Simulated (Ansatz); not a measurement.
Cartesian coordinates (Å):
```xyz
11

O      0.1943     2.2618     0.0805
Al     0.0776     0.5621     0.0126
Si     2.2436    -0.5927     0.1073
Si    -2.1559    -0.4716    -0.1430
H     -0.5503     2.8650     0.0556
H      2.8760    -0.4346     1.4441
H      3.1956    -0.0632    -0.9038
H      2.0894    -2.0506    -0.1393
H     -2.0871    -1.9292    -0.4247
H     -2.9102    -0.3010     1.1289
H     -2.9729     0.1541    -1.2182
```
Charge 0, multiplicity 1.

These are frozen-core CCSD(T)/cc-pVTZ // B3LYP-D3(BJ)/def2-TZVP (Ansatz, a quantum-chemistry and plane-wave program) values and carry that method's errors.

The HF energy comes out as -898.83469 Ha and the MP2 correlation energy comes out as -0.57517 Ha.

Q: Estimate the CCSD correlation energy, the (T) correction, the total energy and the T1 diagnostic.

A: 
```
Quantity                        Result
-----------------------  -------------
CCSD correlation energy    -0.63419 Ha
(T) correction             -0.02183 Ha
CCSD(T) total energy     -899.49071 Ha
T1 diagnostic                    0.014
```
